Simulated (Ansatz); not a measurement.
C₂H₉NOSi (`CC(N)O[SiH3]`) from Hartree–Fock to CCSD(T)

```xyz
14

C     0.809    0.276    1.325
C     0.598   -0.358   -0.032
N     1.824   -0.419   -0.751
O    -0.393    0.383   -0.762
Si   -2.013    0.171   -0.605
H     1.175    1.299    1.203
H     1.541   -0.294    1.898
H    -0.126    0.317    1.887
H     0.231   -1.387    0.087
H     2.207    0.511   -0.875
H     1.684   -0.823   -1.668
H    -2.353   -1.279   -0.675
H    -2.651    0.905   -1.723
H    -2.531    0.697    0.689
```

Charge 0, multiplicity 1. The structure was optimised at the PBE0-D4/def2-TZVP level. It is one conformer, not always the lowest. Frozen core, restricted reference, Ansatz. CBS rows extrapolate triple and quadruple zeta; past MP2 they add the triple-zeta difference.

```csv
basis,HF (Eh),MP2 corr.,CCSD corr.,(T),CCSD(T) total
def2-SVP,-499.00304,-0.74315,-0.80366,-0.02113,-499.82783
def2-TZVPP,-499.35621,-0.92843,-0.97778,-0.03634,-500.37033
def2-QZVPP,-499.37583,-0.99447,–,–,–
CBS(def2),-499.37853,-1.04339,-1.09273,as TZ,-500.50760
```
